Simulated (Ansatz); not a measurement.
`C[B](Cl)[GeH3]` + CH₃NH₂ → `CNB(C)Cl` + GeH₄ at 298.15 K and 1 bar (cleavage of the B–Ge bond).

Isolated molecules relaxed with PBE0-D4/def2-TZVP in Ansatz; ΔE leaves out vibrations. CBS: MP2 limit from def2 TZ/QZ plus the TZ coupled-cluster correction, frozen cores. For Ge outer-core shells are correlated without core-valence functions, which leaves a few kJ/mol of doubt a bond. Scalar relativity is left out up to krypton. Each species was taken in one conformer, which may not be the lowest.

| species | CCSD(T)/CBS energy (Eh) | H − E (kJ/mol) | S (J/(mol·K)) |
| --- | --- | --- | --- |
| `C[B](Cl)[GeH3]` | -2602.38061 | 190.8 | 372.3 |
| CH₃NH₂ | -95.75281 | 180.0 | 240.4 |
| `CNB(C)Cl` | -619.69503 | 278.0 | 340.5 |
| GeH₄ | -2078.49493 | 88.5 | 217.3 |

H − E and S are ideal-gas, rigid-rotor, harmonic terms from PBE0-D4/def2-TZVP, for one conformer and one mirror image of each species. 1 Eh = 2625.50 kJ/mol, R = 8.31446 J/(mol·K).

By hand: ΔE, ΔH, ΔS and ΔG.

ΔE = (-619.69503) + (-2078.49493) − (-2602.38061) − (-95.75281) = -0.05654 Eh = -148.4 kJ/mol. Δ(H − E) = 278.0 + 88.5 − 190.8 − 180.0 = -4.3, so ΔH = -152.7 kJ/mol. ΔS = 340.5 + 217.3 − 372.3 − 240.4 = -54.9 J/(mol·K). ΔG = -152.7 − 298.15 × (-54.9)/1000 = -136.3 kJ/mol.

By hand: the equilibrium constant, and the temperature at which ΔG would vanish if ΔH and ΔS stayed fixed.

log₁₀ K = −ΔG/(RT ln 10) = 23.9. ΔG = 0 at ΔH/ΔS = 2781 K, far beyond where these terms or the molecules hold.

ΔH outweighs TΔS. A doubt of 5 kJ/mol in ΔE shifts log₁₀ K by 0.9 here. Other conformers and mirror images would add mixing entropy, several J/(mol·K) or more a flexible species. Modes under 60 cm⁻¹, often nearly free rotors, make the harmonic entropy too high. These are equilibria of isolated gas molecules and say nothing of rates. Largest T1 diagnostic: 0.012 (customary marks: 0.02 for closed shells, 0.045 for open ones).
